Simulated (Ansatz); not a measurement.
Program: Ansatz. Geometries: PBE0-D4/def2-TZVP. ΔE: electronic, gas phase. CCSD(T)/CBS adds triple-zeta CCSD(T) − MP2 to the extrapolated MP2 energy (def2 sets, frozen cores). This one scheme is used for every species. DFT in def2-TZVPP. For Ge outer-core shells are correlated without core-valence functions, which leaves a few kJ/mol of doubt a bond. Scalar relativity is left out up to krypton. One conformer a species, not always the lowest.

`CO[SiH2][NH][GeH3]` + H–F → `CO[SiH2]F` + `[NH2][GeH3]`  (ligand exchange at the Si–N bond)

CCSD(T)/CBS gives -17.8 kcal/mol.

Another level gave -19.1 kcal/mol. Which?
A. PBE0/def2-TZVPP
B. CCSD(T)/def2-TZVPP
C. HF/def2-TZVPP
D. B2PLYP/def2-TZVPP

A. PBE0 -19.1, CCSD(T)/def2-TZVPP -18.0, HF/def2-TZVPP -22.8, B2PLYP -20.5 kcal/mol.

Largest T1 diagnostic among the species: 0.011.

The D4 term adds +2.9 kcal/mol with B3LYP and +1.6 kcal/mol with PBE0; it sums over pairs of atoms, weighted by their polarisabilities, and B3LYP, whose exchange is more repulsive, gets the larger term. In def2-TZVPP, CCSD(T) changes the Hartree–Fock value by +4.9 kcal/mol (the triples alone add +0.7 kcal/mol) and MP2 by +5.4 kcal/mol.

B3LYP here is the variant with VWN-RPA as its local correlation; programs differ in this.
